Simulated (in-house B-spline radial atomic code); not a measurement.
A run on K (an excited or competing configuration) that did not converge. Method: scalar-relativistic (X2C) wB97X, spin-polarised, spherical fractional occupations, Fermi nucleus of rms radius 3.4349 fm; computed with an all-electron radial atomic-structure program (B-spline basis).

Command:
```bash
python run_scf.py task.json out
```
Settings (nuclear radius in fm, mass in u):
```
Z                19
configuration    [He] 2s2 2p5 3s2 3p6 4s1 5d1
hamiltonian      x2c
method           wb97x
spin_polarised   True
nucleus          fermi
rms_radius       3.4349
atomic_mass      38.96371
speed_of_light   137.035999084
```

First and last ten iterations of the last attempt (damped for 15 steps, keeping 80 % of the old Fock matrix, then DIIS):
```
 iter        energy (Eh)    residual
    1        -586.661411    3.24e-01
    2        -590.170178    1.90e-01
    3        -590.547548    1.34e-01
    4        -590.747263    9.42e-02
    5        -590.854652    6.66e-02
    6        -590.912218    4.73e-02
    7        -590.942864    3.36e-02
    8        -590.959169    2.40e-02
    9        -590.967941    1.71e-02
   10        -590.972648    1.23e-02
  111        -590.978777    1.36e-03
  112        -590.978821    2.03e-03
  113        -590.978711    2.24e-03
  114        -590.978667    2.37e-03
  115        -590.978628    1.45e-03
  116        -590.978497    2.23e-03
  117        -590.978683    1.02e-03
  118        -590.978712    1.64e-03
  119        -590.978732    1.85e-03
  120        -590.978678    2.29e-03
 not converged after 120 iterations
```

The smallest residual met was 5.6e-04; the threshold is about 2e-07. No energy from this run should be used. Time taken, with all properties: 9.7 s on 1 thread of Arm Neoverse V2, on a shared host.
